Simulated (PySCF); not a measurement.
All values below come from PBE-D3(BJ)/def2-TZVP run with PySCF 2.14.0. All species are isolated molecules in the gas phase. One relaxed conformer stands for a flexible species; it need not be the lowest. 

Reference species (SMILES): `[H]/B=C1\CO1` (neutral, multiplicity 1).

| Property | Result |
|---|---|
| HOMO–LUMO gap | 1.80 eV |
| LUMO | -3.15 eV |

Changed species: `OB1C=C1` (H–O–B–C torsion 180°).

Q: Predict the effect on the HOMO–LUMO gap and LUMO.

A: the HOMO–LUMO gap increases by 3.15 eV, to 4.95 eV; the LUMO rises by 1.85 eV, to -1.30 eV.
